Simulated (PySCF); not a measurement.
One molecule, one basis, several functionals.

Compound: TMS, C4H12Si.
SMILES: `C[Si](C)(C)C`

PySCF, pcSseg-1 basis, density fitting, gas phase, GFN2-xTB geometry. One functional is left out:

```csv
functional,exact exchange (%),HOMO energy (eV),LUMO energy (eV)
B97-D,0,-7.03,0.52
BLYP,0,-6.92,0.37
BP86,0,-7.14,0.50
OPBE,0,-7.03,0.65
B97-2,21,-8.10,1.19
mPW1PW91,25,-8.39,1.19
BHandHLYP,50,-9.59,1.75
```

**Question.** Predict the row of B3LYP (20 % exact exchange) by straight lines through the other rows, and check it.

**Answer.** 
```
        property   line  computed  computed − line  B97-2 (21 %), for comparison
HOMO energy (eV)  -8.07     -8.13            -0.06                         -8.10
LUMO energy (eV)   1.04      0.82            -0.22                          1.19
```

**Question.** Which of these properties follows the share of exact exchange most closely, and which least?

**Answer.** Most closely the HOMO energy, least the LUMO energy; the correlations over the tabulated rows are HOMO energy -0.998, LUMO energy 0.980. The HOMO energy moves by -0.516 eV for every 10 %. Functionals with the same share still differ in their other parts: at 0 % BLYP and BP86 differ by 0.22 eV in it.
